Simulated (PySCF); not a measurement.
Method: B3LYP-D3(BJ)/def2-TZVP (PySCF). Isolated molecules, 0 K electronic values unless said otherwise. One relaxed conformer stands for a flexible species; it need not be the lowest. B3LYP has the VWN-RPA correlation part, as in Gaussian. Delta-SCF ions had no search for a lower state. Excitations are Tamm–Dancoff values on a coarser integration grid. The basis has no diffuse functions, so Rydberg states are missing or too high.

Reference species (SMILES): `[CH3][Ga]([NH2])[NH2]` (neutral, multiplicity 1).

The vertical ionisation energy (Delta-SCF) is 8.58 eV and the T1 excitation (TDA) comes out as 5.00 eV. The HOMO–LUMO gap is 6.38 eV and the brightest of the four lowest singlets (TDA) is 6.40 eV.

After one change: the vertical ionisation energy (Delta-SCF) goes up by 0.58 eV; the T1 excitation (TDA) falls by 0.09 eV; the HOMO–LUMO gap goes up by 0.25 eV; the brightest of the four lowest singlets (TDA) rises by 0.41 eV.

Problem. Which change was made? The new species is one of these.
(A) `[CH3][Ga]([CH3])[NH2]`
(B) `[CH3][Ga]([CH3])[CH3]`
(C) `[NH2][Ga]([NH2])[NH2]`

Solution. A, `[CH3][Ga]([CH3])[NH2]`
